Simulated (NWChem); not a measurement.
System: C$_{4}$H$_{2}$F$_{2}$O; SMILES Fc1ccoc1F

```xyz
9

F     -0.6368     1.9598     0.0000
C     -0.4644     0.6502     0.0000
C     -1.4839    -0.3490     0.0000
C     -0.8229    -1.5387     0.0000
O      0.5191    -1.3357     0.0000
C      0.7206    -0.0189     0.0000
F      1.9615     0.3822     0.0000
H     -2.5588    -0.1849     0.0000
H     -1.1483    -2.5745     0.0000
```
Atoms are numbered in this order, from 1.

Computed with NWChem. Pople sets run with spherical d functions. Geometry: optimised at PBE0/def2-SVP. GIAO values for the isolated, static molecule; σ is the absolute isotropic shielding, δ = σ(reference) − σ with the isolated reference molecule computed at the same levels (13C: tetramethylsilane, 19F: trichlorofluoromethane, 1H: tetramethylsilane, 17O: water).

For level Hartree-Fock/6-31G*:

```
Quantity    Result
----------  ------
δ F1 (ppm)  -155.0
δ C2 (ppm)   117.9
δ C3 (ppm)   103.9
δ O5 (ppm)   199.4
δ C6 (ppm)   136.8
```

Q: What are these values for level PBE/pcSseg-1?

A: 
- δ F1 (ppm): -214.0
- δ C2 (ppm): 133.5
- δ C3 (ppm): 108.2
- δ O5 (ppm): 273.3
- δ C6 (ppm): 149.5
